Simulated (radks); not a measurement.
The numbers below are computed, except where a source is named.
The gallium ion Ga3+, [Ar] 3d10. Code: a radial shooting solver on a logarithmic mesh with Libxc functionals. Model: non-relativistic Kohn-Sham, exchange-only B88, spin-polarised, spherical densities, point nucleus. Every spin shell is full or empty, so the densities are truly spherical. Functionals are evaluated on that one density, not self-consistently. Rank these exchange functionals by their error against the exact value of the orbitals, and give that value: LDA, B88, revPBE, PW91, PW86, OPTX, WC, SOGGA, B86b, APBE, revTPSS, SCAN, TASK.

Answer. Exact: -72.7405 hartree. From best to worst, with 100 (|E| - |E exact|)/|E exact| (equal figures are ties): revPBE -0.05, PW91 +0.16, B88 +0.22, B86b +0.23, PW86 +0.26, SCAN +0.33, revTPSS -0.61, APBE +0.61, WC -0.91, OPTX +0.93, TASK -2.44, SOGGA -2.55, LDA -5.78.
